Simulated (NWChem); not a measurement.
## Lowest excitation of ClFSn

```xyz
3

Sn    -0.5025     0.2357     0.0000
F      0.7969     1.7071     0.0000
Cl     1.0562    -1.5970     0.0000
```
Charge 0, spin multiplicity 1.

Everything below was run with NWChem. The geometry was optimised at B3LYP/def2-SVP with def2 effective core potentials on Sn, a minimum by its harmonic frequencies.

Basis set: def2-SVPD.

```
method         lowest vertical singlet excitation energy (eV)  relative cost  difference from EOM-CCSD
-------------  ----------------------------------------------  -------------  ------------------------
CIS                                                      4.91        under 3                     +0.45
TDA-BHandHLYP                                            4.59        under 3                     +0.12
TD-B3LYP                                                 4.09        under 3                     -0.37
EOM-CCSD                                                 4.47        under 3                      0.00
TD-PBE                                                   3.77              1                     -0.69
```

The values span 1.14 eV, from TD-PBE (lowest) to CIS (highest). The cost column gives rough processor time relative to TD-PBE; each entry includes its own SCF.

Effective core potentials replace the inner electrons of Sn; spin-orbit coupling is left out. The correlated methods keep 10 core orbitals frozen. B3LYP has NWChem's definition, with VWN1-RPA local correlation. The structure started from a generated list of species. Coupled-cluster values serve here as a point of comparison, not as the truth.
